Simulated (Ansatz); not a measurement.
C₆H₁₀O, charge +1, doublet, at a GFN2-xTB geometry (a state made from the parent by changing its charge; the spin is typed, not shown lowest). Base run: HF/STO-3G in Ansatz (a quantum-chemistry and plane-wave program).

Ansatz was given this input:
Ansatz 0.2 input:
```yaml
crystal:
  periodic: [false, false, false]
  atoms:
    - {symbol: O, position_ang: [2.28457943, 0.40206330, -0.04860078]}
    - {symbol: C, position_ang: [1.14921283, 0.22209750, 0.19906429]}
    - {symbol: C, position_ang: [0.08708612, 1.32782686, 0.28392559]}
    - {symbol: C, position_ang: [-1.13862627, 0.99398946, -0.52722219]}
    - {symbol: C, position_ang: [-1.77442548, -0.32381132, -0.09209757]}
    - {symbol: C, position_ang: [-0.71311533, -1.39814608, -0.31480493]}
    - {symbol: C, position_ang: [0.52758006, -1.14854000, 0.50382244]}
    - {symbol: H, position_ang: [-0.15839096, 1.42763462, 1.34533885]}
    - {symbol: H, position_ang: [0.57115359, 2.24156623, -0.07056933]}
    - {symbol: H, position_ang: [-1.87978133, 1.78810716, -0.36777892]}
    - {symbol: H, position_ang: [-0.90539144, 0.98545999, -1.59455139]}
    - {symbol: H, position_ang: [-2.65839076, -0.53429509, -0.69171366]}
    - {symbol: H, position_ang: [-2.06992885, -0.28328091, 0.95628315]}
    - {symbol: H, position_ang: [-1.14222559, -2.35828051, 0.00041272]}
    - {symbol: H, position_ang: [-0.46456230, -1.49279134, -1.37448721]}
    - {symbol: H, position_ang: [1.30566255, -1.88769301, 0.29610135]}
    - {symbol: H, position_ang: [0.29894808, -1.14343203, 1.57364487]}
basis:
  gaussian:
    orbitals: STO-3G
hamiltonian:
  xc: hf
total_charge: 1
magnetization: {spin_polarized: true, initial_magnetization: 1}
```

Variants of this job, named by their change:

```csv
change,ΔE vs base (mEh)
base,0.000
lower_state_search = light,0.000
nuclear_model = gaussian,0.021
"point_charge = charge:1.0 position_ang:-4.0972, 3.466, -2.5429",82.800
fitting.mean_field = def2-universal-JKFIT,-0.826
fitting.mean_field = cc-pVTZ-JKFIT,-0.036
accuracy = high,-0.040
lower_state_search = off,0.000
lower_state_search = full,0.000
"point_charge = charge:0.5 position_ang:-2.4091, 0.6705, -5.2962",41.603
forces = on,0.000
```
